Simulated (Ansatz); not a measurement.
H₆NSi₂, doublet, at a GFN2-xTB geometry; RPA/3-21G run with Ansatz (a first-principles code).

Input for Ansatz:
Ansatz 0.2 input:
```yaml
crystal:
  periodic: [false, false, false]
  atoms:
    - {symbol: Si, position_ang: [1.53770198, -0.33145031, -0.39598930]}
    - {symbol: N, position_ang: [0.16585861, 0.52325385, 0.24034041]}
    - {symbol: Si, position_ang: [-1.50779748, 0.09043128, 0.19652068]}
    - {symbol: H, position_ang: [1.22171949, -1.75178345, -0.39037341]}
    - {symbol: H, position_ang: [2.69248757, 0.05722865, 0.40981892]}
    - {symbol: H, position_ang: [0.35719161, 1.47792775, 0.49780482]}
    - {symbol: H, position_ang: [-1.63303918, -1.25380140, 0.76017233]}
    - {symbol: H, position_ang: [-2.02039665, 0.09245924, -1.17871708]}
    - {symbol: H, position_ang: [-2.19763622, 1.08945876, 1.01147203]}
basis:
  gaussian:
    orbitals: 3-21G.json
magnetization: {spin_polarized: true, initial_magnetization: 1}
correlation: {method: rpa}
```
The basis file holds 3-21G in the JSON format of the Basis Set Exchange.

The log (banner, timings and long lists left out):

```
Functional definition: HF
543 factors; integrals over basis functions are off by at most 9.7e-4 eV
mean field evaluation 1: about -17206.7955 eV, gradient 1.9e1 eV
mean field evaluation 2: about -17207.1053 eV, gradient 1.9e1 eV
mean field evaluation 4: about -17208.8142 eV, gradient 1.8e0 eV
mean field evaluation 8: about -17208.8532 eV, gradient 1.8e-1 eV
mean field evaluation 16: about -17208.8544 eV, gradient 2.9e-6 eV
mean field -17208.85435394 eV, -632.4137329269 hartree, gradient 3.4e-6 eV, S^2 0.753005; 0 other end points of the search recorded, 0 dependent functions left out
11 core orbitals not correlated
reference -17208.85435394 eV, -632.4137329269 hartree; 10, 9 occupied and 26, 27 virtual orbitals, 543 factors
Total energy: -17215.83075279 eV, -632.6701108560 hartree
```
